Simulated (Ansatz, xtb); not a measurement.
# Two isomers of C5H8O2S

Structure I: `C=CS(=O)/C=C(/C)O`, a singlet. Structure II: `C=CS(=O)/C=C(\C)O`, a singlet. Both are isolated molecules in the gas phase, relaxed with PBE-D3(BJ)/def2-SVP; each stands in its lowest conformer found.

I (Å):

| atom | x (Å) | y (Å) | z (Å) |
| --- | --- | --- | --- |
| C | -2.4568 | 1.3310 | -0.6538 |
| C | -1.3032 | 1.0160 | -0.0459 |
| C | 0.2190 | -1.2350 | 0.0179 |
| C | 1.0747 | -1.2401 | 1.0948 |
| C | 1.3047 | -2.4672 | 1.9275 |
| O | 1.2924 | 1.1013 | -0.6378 |
| O | 1.7781 | -0.1798 | 1.4817 |
| S | 0.0423 | 0.2332 | -0.9672 |
| H | -3.2805 | 1.8131 | -0.1037 |
| H | -2.6179 | 1.1134 | -1.7229 |
| H | -1.0701 | 1.2106 | 1.0155 |
| H | -0.3154 | -2.1282 | -0.3306 |
| H | 2.3747 | -2.7569 | 1.8778 |
| H | 0.6782 | -3.3166 | 1.6007 |
| H | 1.0836 | -2.2380 | 2.9902 |
| H | 1.6973 | 0.5212 | 0.7166 |

II (Å):

```xyz
16

C    -2.4917    1.9644   -0.9024
C    -2.4701    0.7272   -0.3923
C    -0.3375   -0.6663    0.4377
C    -0.1098   -1.8872    0.9941
C    -0.6797   -3.1883    0.5212
O    -0.3977    0.3419   -2.0511
O     0.6788   -2.0568    2.0861
S    -1.2612   -0.4518   -1.0846
H    -1.7533    2.2224   -1.6825
H    -3.2131    2.7232   -0.5628
H    -3.1487    0.3204    0.3755
H     0.1257    0.2593    0.8227
H    -1.2822   -3.0553   -0.3950
H     0.1425   -3.9067    0.3269
H    -1.3179   -3.6319    1.3128
H     1.0427   -1.1869    2.3443
```

**Question.** Estimate E(II) − E(I) at the level CCSD(T)/def2-SVP + ΔMP2/def2-TZVPP.

**Answer.** Calculated at CCSD(T)/def2-SVP + ΔMP2/def2-TZVPP: E(II) − E(I) = +5.5 kcal/mol, so structure I lies lower.

The same difference at several levels:

```
                             level             geometry  E(II) − E(I) (kcal/mol)  departure from the last row (kcal/mol)  job, with rough time for the two
               PBE-D3(BJ)/def2-SVP  PBE-D3(BJ)/def2-SVP                      +9.8                                    +4.3                optimisation, 86 s
                       HF/def2-SVP  PBE-D3(BJ)/def2-SVP                      +6.9                                    +1.4           part of the CCSD(T) run
                      MP2/def2-SVP  PBE-D3(BJ)/def2-SVP                      +8.6                                    +3.1           part of the CCSD(T) run
                  CCSD(T)/def2-SVP  PBE-D3(BJ)/def2-SVP                      +8.5                                    +3.1                      single point
CCSD(T)/def2-SVP + ΔMP2/def2-TZVPP  PBE-D3(BJ)/def2-SVP                      +5.5                                                     single point, 4.1 min
```

As drawn, both hold the same kinds of bond in the same numbers.

None of the levels shown reverses the order. The largest departure from CCSD(T)/def2-SVP + ΔMP2/def2-TZVPP is that of PBE-D3(BJ)/def2-SVP, 4.3 kcal/mol. No reliable frequencies are at hand for II, so it isn't confirmed as a minimum. Levels run at GFN2-xTB geometries aren't shown. The last row adds to CCSD(T) the change of the MP2 difference between the two basis sets, here −3.1 kcal/mol, a large step that makes the value less sure.

The correlated steps freeze 12 core orbitals. Programs: Ansatz 0.2.0, xtb 6.7.1; the last row on 2 threads of Arm Neoverse V1 on a shared host.
